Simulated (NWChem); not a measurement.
System: InH, singlet; SMILES [InH]

Results from NWChem. Low-valent species are run as closed-shell singlets; no triplet was tried in these runs. Geometry: optimised at PBE0-D3(BJ)/def2-TZVP. def2 effective core potentials on In; no spin-orbit coupling. Static field.

Problem. What does the run give for B3LYP/def2-SVP? Quantities: isotropic polarisability (bohr³); anisotropy (bohr³).

Solution. 
```
Property                          Value
--------------------------------  -----
isotropic polarisability (bohr³)   39.1
anisotropy (bohr³)                 16.4
```
